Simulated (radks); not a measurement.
Problem. These are the eigenvalues of the occupied orbitals of an atom or ion with whole-number occupations (Ry). All-electron calculation, scalar-relativistic Kohn-Sham, PBEsol, spin-polarised, spherical densities, point nucleus. Program: a radial shooting solver on a logarithmic mesh with Libxc functionals.

| orbital | eigenvalue |
|---|---|
| 1s up | -3316.921 |
| 1s down | -3316.907 |
| 2s up | -546.9307 |
| 2s down | -546.9212 |
| 2p up | -489.4494 |
| 2p down | -489.4361 |
| 3s up | -126.4466 |
| 3s down | -126.3470 |
| 3p up | -108.3995 |
| 3p down | -108.2989 |
| 3d up | -83.64220 |
| 3d down | -83.56190 |
| 4s up | -32.34058 |
| 4s down | -32.10389 |
| 4p up | -26.37929 |
| 4p down | -26.14168 |
| 4d up | -17.94500 |
| 4d down | -17.70021 |
| 5s up | -10.88215 |
| 5s down | -10.55097 |
| 5p up | -9.11541 |
| 4f up | -8.77640 |

Which element is it, and in what charge state? The configuration may be excited. Open shells, if any, are filled with parallel spins first.

Solution. Z = 61, promethium, charge +8: Pm8+ in [Kr] 4d10 4f3 5s2 5p2. The list shows which subshells hold electrons but not how many an open one holds; the 1s level, -1658.5 hartree, gives Z - s = 57.6 by -(Z - s)^2/2, which with screening and relativity narrows Z to a few neighbours, and the depths of the outer levels then fix element, charge and occupations together.
